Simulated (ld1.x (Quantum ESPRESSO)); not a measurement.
## Logarithmic derivatives: He, PAW

He (Z = 2), PAW, made with ld1.x (Quantum ESPRESSO) 7.5 (PBE, scalar-relativistic). Core none, reference 1s1.5 (charge +0.5). Waves: 1s (bound): rcut 0.50, rcutus 0.65 bohr; 1s channel at 1.05 Ry: rcut 0.50, rcutus 0.65 bohr; 2p channel at 0.15 Ry: rcut 0.50, rcutus 0.55 bohr. Local part: all-electron potential smoothed inside 0.40 bohr (lloc = -1). Core correction: none. Augmentation charge: BESSEL, radius 0.35 bohr.

The phase is arctan(r·u′/u) with u = r·R(r), unwrapped; energies in Ry, scanned from -4 to 5 Ry. A pole is an energy at which the radial function vanishes at the test radius. The pseudo phase is shifted by a multiple of π to meet the all-electron one at the reference energy, and phase errors are pseudo minus all-electron; the curves can meet again beyond the range given. Levels narrower than the energy grid can be missing from the lists of poles.

| channel | radius (bohr) | reference energy (Ry) | poles, all-electron | poles, pseudo | unbroken range about the reference energy with phases within 0.05 rad | phase error 1 Ry above the reference energy (rad) |
| --- | --- | --- | --- | --- | --- | --- |
| s | 0.70 | -1.96 | none | none | the whole range | +0.000 |
| p | 0.70 | 0.15 | none | none | the whole range | +0.000 |

Phases in the s channel:

| E (Ry) | all-electron | pseudo |
| --- | --- | --- |
| -4.00 | 0.341 | 0.340 |
| -3.76 | 0.282 | 0.282 |
| -3.52 | 0.219 | 0.219 |
| -3.28 | 0.153 | 0.153 |
| -3.04 | 0.082 | 0.082 |
| -2.80 | 0.009 | 0.009 |
| -2.56 | -0.068 | -0.068 |
| -2.32 | -0.146 | -0.146 |
| -2.08 | -0.225 | -0.225 |
| -1.84 | -0.305 | -0.305 |
| -1.60 | -0.384 | -0.384 |
| -1.36 | -0.461 | -0.461 |
| -1.12 | -0.536 | -0.536 |
| -0.88 | -0.608 | -0.608 |
| -0.64 | -0.676 | -0.676 |
| -0.40 | -0.740 | -0.740 |
| -0.16 | -0.800 | -0.800 |
| 0.08 | -0.857 | -0.856 |
| 0.32 | -0.909 | -0.909 |
| 0.56 | -0.957 | -0.957 |
| 0.80 | -1.002 | -1.002 |
| 1.04 | -1.044 | -1.044 |
| 1.28 | -1.083 | -1.083 |
| 1.52 | -1.119 | -1.119 |
| 1.76 | -1.152 | -1.152 |
| 2.00 | -1.183 | -1.183 |
| 2.24 | -1.212 | -1.212 |
| 2.48 | -1.239 | -1.239 |
| 2.72 | -1.264 | -1.264 |
| 2.96 | -1.288 | -1.288 |
| 3.20 | -1.310 | -1.310 |
| 3.44 | -1.330 | -1.330 |
| 3.68 | -1.350 | -1.350 |
| 3.92 | -1.368 | -1.368 |
| 4.16 | -1.385 | -1.385 |
| 4.40 | -1.402 | -1.402 |
| 4.64 | -1.417 | -1.417 |
| 4.88 | -1.432 | -1.432 |
